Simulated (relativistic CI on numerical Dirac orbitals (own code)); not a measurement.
Ge27+: sensitivity of the levels to the model

Base calculation: Dirac-Coulomb-Breit CI, orbitals from a KLI potential per configuration, QED by a radiative potential, unscaled Slater integrals.

Configuration list (outside the closed core 1s2): 2s2 2p, 2s 2p2, 2p3, 2p2 3s, 2p2 3p, 2p2 3d, 2s2 3s, 2s2 3p, 2s2 3d, 2s 2p 3s, 2s 2p 3p, 2s 2p 3d, 2s2 4s, 2s2 4p, 2s2 4d, 2s2 4f. Levels of other configurations are missing.

Variants: (1) non-relativistic limit; (2) only the first 3 configurations. Shifts of the energy above 2s2 2p 2P°_1/2, in eV, for the lowest level and the first level of each name with at least 55 % of one term (blank where a level changes its place among those of its configuration and J or its character, or is not in the variant):

```
           Level     Base     Δ(1)   Δ(2)
  2s2 2p 2P°_1/2     0.00     0.00   0.00
  2s2 2p 2P°_3/2    36.48   -36.48  +0.01
   2s 2p2 4P_1/2    70.69   -21.57  -0.28
   2s 2p2 4P_3/2    91.36   -42.25  -0.29
   2s 2p2 4P_5/2   104.53   -55.42  -0.22
   2s 2p2 2D_3/2   137.09   -46.96  +0.21
   2s 2p2 2P_1/2   149.31           +0.28
   2s 2p2 2D_5/2   150.24   -60.10  +0.08
   2s 2p2 2S_1/2   188.22           -0.02
   2s 2p2 2P_3/2   189.94   -67.84  +0.46
     2p3 4S°_3/2   224.32   -67.37  -0.22
     2p3 2D°_3/2   253.08   -71.37  +0.01
     2p3 2D°_5/2   262.41   -80.70  +0.14
     2p3 2P°_1/2   284.91   -80.16  +0.04
     2p3 2P°_3/2   309.43  -104.68  +0.04
   2s2 3s 2S_1/2  1611.46   -26.78       
  2s2 3p 2P°_1/2  1640.52   -28.42       
  2s2 3p 2P°_3/2  1650.80   -38.70       
2s 2p 3s 4P°_1/2  1668.67   -30.83       
2s 2p 3s 4P°_3/2  1676.14   -38.30       
   2s2 3d 2D_3/2  1676.98   -38.24       
   2s2 3d 2D_5/2  1680.10   -41.37
```

At this charge energies of transitions that change n are usually good to better than 1 %, and those within a shell (Δn = 0) to a few per cent.

Ionisation energy from the two ground configurations alone: base 2884.9 eV. The NIST ASD value (semi-empirical) is 2881.9 eV.

LS names give the leading component of a level, which can be under half, so a name can repeat, a term be missing and a line seem to break the LS rules.
